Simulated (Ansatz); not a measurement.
Basis-set extrapolation for `N=C1OB1N` (PBE0-D4/def2-TZVP geometry, frozen core, the Gaussian-basis code of Ansatz). Multiplicity 1, RHF reference.

|  | def2-TZVPP | def2-QZVPP |
| --- | --- | --- |
| HF | -248.184894 | -248.196335 |
| MP2 correlation | -0.886522 | -0.950156 |
| CCSD(T) correlation | -0.939836 | not run |

Energies in hartree. Use E(X) = E(∞) + A·exp(−7.88·√X) for Hartree–Fock and E(X) = E(∞) + B·X^(−2.97) for correlation, with X = 3 and 4, and add CCSD(T) minus MP2 of the smaller set to the MP2 limit.

Q: What is the CCSD(T) energy at the basis-set limit?

A: HF limit: -248.196335 + (-0.011441) × 0.13774 = -248.19791. MP2 limit: -0.950156 + (-0.063634) × 0.74074 = -0.99729. Higher-order term: -0.939836 − (-0.886522) = -0.05331. Total: -249.24851 hartree, 325.0 kJ/mol below CCSD(T)/def2-TZVPP.
